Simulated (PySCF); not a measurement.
Species: C6H5ClOS2.
Atom-mapped SMILES: `[CH3:1][S:2][c:3]1[cH:4][cH:5][c:6]([C:7](=[O:8])[Cl:9])[s:10]1`

Geometry (GFN2-xTB, Å), atoms numbered from 1 in this order:
```
atom  x, y, z in Å
C1    -2.831    1.189   -0.610
S2    -2.459   -0.582   -0.498
C3    -0.764   -0.550   -0.139
C4     0.019   -1.672    0.043
C5     1.346   -1.361    0.320
C6     1.596   -0.004    0.353
C7     2.798    0.725    0.590
O8     2.962    1.906    0.603
Cl9    4.187   -0.357    0.895
S10    0.144    0.910    0.034
H11   -2.229    1.635   -1.396
H12   -2.627    1.665    0.344
H13   -3.886    1.267   -0.853
H14   -0.374   -2.669   -0.029
H15    2.112   -2.095    0.494
```

Probes without a nucleus sit at each ring's centroid and 1 Å off its mean plane on both sides; NICS is minus the shielding there, NICSzz its component along the normal. Level: GIAO PBE0/pcSseg-1 (PySCF, non-relativistic, gas phase) on the GFN2-xTB geometry, one conformer.

Ring bond lengths (Å), with Mayer bond orders in brackets: C3–C4 1.380 (1.42), C4–C5 1.391 (1.37), C5–C6 1.380 (1.43), C6–S10 1.745 (1.09), S10–C3 1.728 (1.14).

**Question.** Give the NICS values of each ring in ppm.

**Answer.** 
```tsv
ring	type	NICS(0)	NICS(1), two faces	NICS(1)zz, two faces	rms pucker (Å)	centre to ring atoms, mean (Å)
C3–C4–C5–C6–S10	5-membered ring with S; formal bonds all aromatic	-10.7	-10.0 / -9.9	-20.5 / -20.5	0.00	1.29
```

**Question.** What do they say, and how far can they be read as aromaticity?

**Answer.** 
- C3–C4–C5–C6–S10: mean NICS(1)zz -20.5 ppm, shielded. For a flat ring without four-coordinate atoms the NICS criterion counts such a value as aromatic.

**Question.** And the bond-length index? Use HOMA with the parameters of Krygowski (1993).

**Answer.** 
- C3–C4–C5–C6–S10: HOMA 0.86; the largest term is that of C6–S10, α(R − Ropt)² = 0.43. The geometric and the magnetic index point the same way.

**Question.** What field does 7.05 T along the ring normal induce along that normal at the first NICS(1) probe listed for ring C3–C4–C5–C6–S10, 1 Å off the ring?

**Answer.** NICSzz × B0 = -20.5 ppm × 7.05 T = -145 μT, against the applied field.

**Question.** What are the shieldings of the ring atoms and their hydrogens in the same run (means over atoms taken as equivalent)?

**Answer.** 
```
atoms                  environment  σ isotropic (ppm)  principal values of the symmetric part, first atom (ppm)
   C3  substituted aromatic carbon               13.6                                       -52.4, -15.2, 108.6
   C4           aromatic CH carbon               60.5                                        -11.8, 49.1, 144.3
   C5           aromatic CH carbon               39.4                                         -32.6, 8.3, 142.6
   C6  substituted aromatic carbon               48.4                                         10.5, 33.5, 101.1
  S10        thiophene-type sulfur              255.8                                        73.2, 295.7, 398.4
  H14            aromatic hydrogen              24.79                                          20.9, 25.0, 28.5
  H15            aromatic hydrogen              23.67                                          19.9, 23.9, 27.2
```

On one thread of an Arm Neoverse V1, no GPU, shared host with 32 logical CPUs at a one-minute load of 9.2, this took 44 s wall and 0.97 GiB of memory at its peak. This is the whole shielding run at PBE0/pcSseg-1, SCF included.
